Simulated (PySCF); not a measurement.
An equivalent PySCF input for Zn (zinc, neutral), [Ar] 3d10 4s2, closed-shell 1S, with scalar relativity through the core potential:

```python
from pyscf import gto, scf, dft, mp, cc
import basis_set_exchange as bse
txt = bse.get_basis("aug-cc-pVDZ-PP", elements=["Zn"], fmt="nwchem", header=False)
cut = txt.index("\nECP")
mol = gto.M(atom="Zn 0 0 0", charge=0, spin=0, symmetry="D2h",
            basis=gto.basis.parse(txt[:cut]),
            ecp={"Zn": gto.basis.parse_ecp(txt[cut:])})
mf = dft.UKS(mol, xc="R2SCAN")
mf.irrep_nelec = {'Ag': (4, 4), 'B1g': (1, 1), 'B2g': (1, 1), 'B3g': (1, 1), 'B1u': (1, 1), 'B2u': (1, 1), 'B3u': (1, 1)}
mf.kernel()
```

It reaches the same state as the run whose output follows, with an energy that differs only through the grid. The run itself started from symmetry-adapted Hartree-Fock orbitals and held the occupation by maximum overlap, on a logarithmic radial grid, so the iterations belong to that start.

```
SCF conv_tol = 1e-09
number electrons alpha = 10  beta = 10
XC functionals = R2SCAN
    J. W. Furness, A. D. Kaplan, J. Ning, J. P. Perdew, and J. Sun.,  J. Phys. Chem. Lett. 11, 8208-8215 (2020)
    J. W. Furness, A. D. Kaplan, J. Ning, J. P. Perdew, and J. Sun.,  J. Phys. Chem. Lett. 11, 9248-9248 (2020)
    J. W. Furness, A. D. Kaplan, J. Ning, J. P. Perdew, and J. Sun.,  J. Phys. Chem. Lett. 11, 8208-8215 (2020)
    J. W. Furness, A. D. Kaplan, J. Ning, J. P. Perdew, and J. Sun.,  J. Phys. Chem. Lett. 11, 9248-9248 (2020)
cycle= 1 E= -226.980095880047  delta_E= -0.00992  |g|= 0.27  |ddm|= 0.36
cycle= 2 E= -226.941275110621  delta_E= 0.0388  |g|= 0.601  |ddm|= 1.28
cycle= 3 E= -226.991194361238  delta_E= -0.0499  |g|= 0.0196  |ddm|= 0.903
cycle= 4 E= -226.991271106175  delta_E= -7.67e-05  |g|= 0.00224  |ddm|= 0.0188
cycle= 5 E= -226.991272071654  delta_E= -9.65e-07  |g|= 0.00014  |ddm|= 0.00449
cycle= 6 E= -226.991272088441  delta_E= -1.68e-08  |g|= 3.57e-06  |ddm|= 0.000767
cycle= 7 E= -226.991272088445  delta_E= -3.27e-12  |g|= 6.53e-09  |ddm|= 2.61e-06
converged SCF energy = -226.991272088445  <S^2> = -3.5527137e-15  2S+1 = 1
```

Energies and moments cover only the electrons outside the core potential.
